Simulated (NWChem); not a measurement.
# N2H3 anion

```xyz
5

N      0.0055    -0.8060     0.1386
N      0.0773     0.6565    -0.0393
H      0.6757    -1.1456    -0.5601
H      0.3078     1.0823     0.8684
H     -0.8714     1.0072    -0.2263
```
Atoms are numbered in this order, from 1.

All runs: NWChem. Pople sets run with spherical d functions. All runs use the structure optimised with B3LYP/def2-SVPD. The gas-phase anion has a positive highest level at the geometry level, so the gas reference is doubtful. Level: PBE0/6-31+G* with SMD (1 M gas to 1 M solution), gas-phase geometry. Reactions with the solvent are ignored.

```csv
solvent,dielectric constant,solvation free energy (kcal/mol),cavity-dispersion-structure term (kcal/mol)
water,78.4,-81.0,2.1
anisole,4.22,-60.8,3.0
acetone,20.5,-77.4,2.6
methanol,32.6,-79.1,2.5
```
